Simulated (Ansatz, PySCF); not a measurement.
Spin gap between two states, R1 and P1; the higher of the two is an excited state, each structure at its B3LYP-D3(BJ)/def2-TZVP stationary point, reached from a drawn start (curvature not checked).
R1, S2 (SMILES S=S) (charge 0, multiplicity 3):
```xyz
2

S      0.00000     0.00000    -0.95179
S      0.00000     0.00000     0.95179
```
P1, S2 (SMILES S=S) (charge 0, multiplicity 1):
| atom | x (Å) | y (Å) | z (Å) |
|---|---|---|---|
| S | 0.0000 | 0.0000 | -0.9528 |
| S | 0.0000 | 0.0000 | 0.9528 |

P less R. No zero-point or thermal terms; singlets are restricted closed shells; open shells are unrestricted; no spin–orbit coupling.

Correlated levels freeze the cores. CBS: X⁻³ extrapolation of the correlation energy, Hartree–Fock from the larger set.

Run with Ansatz (an electronic-structure program) with Gaussian orbitals; PySCF for the D3/D4 terms. All values are computed, each at the level named.

Q: What spin gap does BLYP/def2-TZVPP give?

A: 89 kJ/mol

Q: What spin gap does PBE0-D4/def2-TZVPP give?

A: 104 kJ/mol

Q: Predict the spin gap from CCSD(T)/CBS(cc-pV(T+d)Z, cc-pV(Q+d)Z).

A: 71 kJ/mol
